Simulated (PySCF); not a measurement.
**Two-component Hartree-Fock for Cl⁴⁺ (chlorine, charge +4)**

Start: [Ne] 3s2 3p1; 3p1/2 filled at m_j = +1/2. Calculated with PySCF 2.14 in an even-tempered Gaussian basis (21 s from 0.14 bohr⁻², ratio 2.4; 14 p from 0.18 bohr⁻², ratio 2.4; 5 d from 1.1 bohr⁻², ratio 2.6; 5 f from 1.7 bohr⁻², ratio 2.6): generalised Hartree-Fock with the X2C-1e Hamiltonian and a Gaussian nucleus; one run each with spin-orbit coupling (SO) switched off, then screened by Boettger's factors.

| spinor shell | electrons | ε, spin-free (eV) | ε, screened SO (eV) | weight of nominal j (screened SO) | rms radius, screened SO (bohr) |
| --- | --- | --- | --- | --- | --- |
| 1s1/2 | 2 | -2930.6 | -2930.5 | 1.000 | 0.105 |
| 2s1/2 | 2 | -354.12 | -354.09 | 1.000 | 0.476 |
| 2p1/2 | 2 | -283.17 | -284.83 | 0.991 | 0.447 |
| 3s1/2 | 2 | -80.038 | -80.023 | 0.998 | 1.45 |
| 3p1/2 | 1 | -67.369 | -67.488 | 0.957 | 1.55 |

Where does 2p3/2 lie, and what is the 2p spin-orbit splitting (screened SO)?

At -282.30 eV, 2.524 eV above 2p1/2.

```csv
quantity,spin-free,screened SO
E (hartree),-456.28261,-456.28815
M_J,1/2,1/2
⟨J²⟩,1.061,0.887
⟨L²⟩,2.028,2.028
⟨S²⟩,0.759,0.759
```

Each row is a mean over spinors that exchange with the open shell spreads, by up to 1.736 eV (2p1/2).

⟨J²⟩ departs a little from M_J(M_J + 1) because the unrestricted spinors polarise the closed shells.

Without spin-orbit coupling the j labels of p, d and f shells carry no meaning; the spin-free column gives the mean over the occupied spinors of each nl shell, and its ⟨J²⟩ belongs to a mixture of degenerate components.
